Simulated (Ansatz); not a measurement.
Question: Name a neutral molecule of B, Br, Ge and H with HOMO–LUMO gap (B3LYP/def2-TZVPP) between 4.30 and 4.60 eV and LUMO energy (B3LYP/def2-TZVPP) between -3.30 and -3.00 eV (Ansatz, PBE0-D4/def2-TZVP geometry).

Answer: `[BH2][GeH2][Br]` (4.58 eV, -3.05 eV). Other molecules can fit too; these were computed, each in one conformer that needn't be the lowest.

B3LYP here is the variant with VWN-RPA as its local correlation; programs differ in this.
